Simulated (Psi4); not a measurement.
I4Ti (SMILES [I][Ti]([I])([I])[I]), singlet, geometry from GFN2-xTB (such geometries of metal compounds can be far from the true shape) (core potentials on I); PBE/def2-SV(P) (Psi4).

The Psi4 input:
```
memory 2 GB

molecule {
0 1
  Ti   -0.00000000    0.00000000   -0.00000000
  I     2.09524070   -0.59546698   -1.49603154
  I     0.78783176    0.44202976    2.48327520
  I    -1.17364265    2.16819622   -0.95090116
  I    -1.70942982   -2.01475900   -0.03634250
}

set basis def2-sv(p)
set diis_max_vecs 3

energy('pbe')
print_variables()
```

**Question.** What does Psi4 print? Leave out banner, timings and long lists.

**Answer.** 
```
   => Loading Basis Set <=

    Name: DEF2-SV(P)
    Role: ORBITAL
    Keyword: BASIS

    !!!  WARNING: ECP capability is in beta. Please check occupations closely.  !!!

         ---------------------------------------------------------
                                   SCF
               by Justin Turney, Rob Parrish, Andy Simmonett
                          and Daniel G. A. Smith
                              RKS Reference
         ---------------------------------------------------------

  ==> Geometry <==

    Molecular point group: c1
    Full point group: Td

    Geometry (in Angstrom), charge = 0, multiplicity = 1:

       Center              X                  Y                   Z               Mass
    ------------   -----------------  -----------------  -----------------  -----------------
         TI           0.000000002284     0.000000000000    -0.000000000000    47.947941980000
         I            2.095240702284    -0.595466980000    -1.496031540000   126.904471900000
         I            0.787831762284     0.442029760000     2.483275200000   126.904471900000
         I           -1.173642647716     2.168196220000    -0.950901160000   126.904471900000
         I           -1.709429817716    -2.014759000000    -0.036342500000   126.904471900000

  Running in c1 symmetry.

  Rotational constants: A =      0.00713  B =      0.00713  C =      0.00713 [cm^-1]
  Rotational constants: A =    213.86839  B =    213.86839  C =    213.86839 [MHz]
  Nuclear repulsion =  900.436891984001136

  Charge       = 0
  Multiplicity = 1
  Electrons    = 122
  Nalpha       = 61
  Nbeta        = 61

  ==> Algorithm <==

  SCF Algorithm Type is DF.
  DIIS enabled.
  MOM disabled.
  Fractional occupation disabled.
  Guess Type is SAD.
  Energy threshold   = 1.00e-06
  Density threshold  = 1.00e-06
  Integral threshold = 1.00e-12

  ==> Primary Basis <==

  Basis Set: DEF2-SV(P)
    Blend: DEF2-SV(P)
    Number of shells: 50
    Number of basis functions: 128
    Number of Cartesian functions: 138
    Spherical Harmonics?: true
    Max angular momentum: 2

  Core potential: DEF2-SV(P)
    Number of shells: 16
    Number of ECP primitives: 116
    Number of ECP core electrons: 112
    Max angular momentum: 3

  ==> DFT Potential <==

   => LibXC <=

    Version 7.1.2
    S. Lehtola, C. Steigemann, M. J. T. Oliveira, and M. A. L. Marques,  SoftwareX 7, 1–5 (2018) (10.1016/j.softx.2017.11.002)

   => Composite Functional: PBE <=

[...]
   @DF-RKS iter  89: -2016.92358436548147   -2.97129e-01   4.35101e-02 ADIIS/DIIS
   @DF-RKS iter  90: -2013.53732785325633    3.38626e+00   4.42205e-02 ADIIS/DIIS
   @DF-RKS iter  91: -1975.06307452038141    3.84743e+01   3.61480e-02 ADIIS/DIIS
   @DF-RKS iter  92: -2014.87385445060977   -3.98108e+01   4.46060e-02 ADIIS/DIIS
   @DF-RKS iter  93: -2014.75232152605167    1.21533e-01   4.43526e-02 ADIIS/DIIS
   @DF-RKS iter  94: -2014.69058464885666    6.17369e-02   4.43719e-02 ADIIS/DIIS
   @DF-RKS iter  95: -1975.85310953073122    3.88375e+01   3.61017e-02 ADIIS/DIIS
   @DF-RKS iter  96: -2014.97692707778378   -3.91238e+01   4.65631e-02 ADIIS/DIIS
   @DF-RKS iter  97: -2014.71703906867469    2.59888e-01   4.45633e-02 ADIIS/DIIS
   @DF-RKS iter  98: -2014.42484710120243    2.92192e-01   4.41360e-02 ADIIS/DIIS
   @DF-RKS iter  99: -1974.87855689772437    3.95463e+01   3.62472e-02 ADIIS/DIIS
   @DF-RKS iter 100: -2015.23144737509483   -4.03529e+01   4.45973e-02 ADIIS/DIIS

PsiException: Could not converge SCF iterations in 100 iterations.

  Failed to converge.

Traceback (most recent call last):
  File "psi4", line 375, in <module>
  File "<string>", line 26, in <module>
  File "site-packages/psi4/driver/driver.py", line 533, in energy
  File "site-packages/psi4/driver/procrouting/proc.py", line 2760, in run_scf
  File "site-packages/psi4/driver/procrouting/proc.py", line 2047, in scf_helper
  File "site-packages/psi4/driver/procrouting/scf_proc/scf_iterator.py", line 93, in scf_compute_energy
  File "site-packages/psi4/driver/procrouting/scf_proc/scf_iterator.py", line 86, in scf_compute_energy
  File "site-packages/psi4/driver/procrouting/scf_proc/scf_iterator.py", line 609, in scf_iterate

psi4.driver.p4util.exceptions.SCFConvergenceError: Could not converge SCF iterations in 100 iterations.

Printing out the relevant lines from the Psithon --> Python processed input file:
      I    -1.70942982   -2.01475900   -0.03634250
    """)
    core.IO.set_default_namespace("")
    core.set_global_option("BASIS", "def2-sv(p)")
    core.set_global_option("DIIS_MAX_VECS", 3)
--> energy('pbe')
    print_variables()

!-------------------------------------------------------!
!                                                       !
!  Could not converge SCF iterations in 100 iterations. !
!                                                       !
!-------------------------------------------------------!
```

The run did not converge; its last values are not results.
